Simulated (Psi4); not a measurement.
Br4Hf, singlet, geometry from GFN2-xTB (such geometries of metal compounds can be far from the true shape) (core potentials on Hf).

Input for Psi4:
```
memory 2 GB

molecule mol {
0 1
  Hf   -0.000000   -0.000000    0.000000
  Br    1.956449   -0.567642   -1.435489
  Br    0.757430    0.302432    2.354862
  Br   -1.043284    2.111477   -0.814716
  Br   -1.670594   -1.846267   -0.104657
}

set basis def2-svp
set reference rks

energy('pbe0')
print_variables()
```

**Question.** What does this run give for the total energy, nuclear repulsion energy, number of basis functions, dipole moment?

**Answer.** 
The total energy is -10342.5041 Eh and the nuclear repulsion energy is 1312.4743 Eh. The number of basis functions is 160 and the dipole moment is 0.00 D.
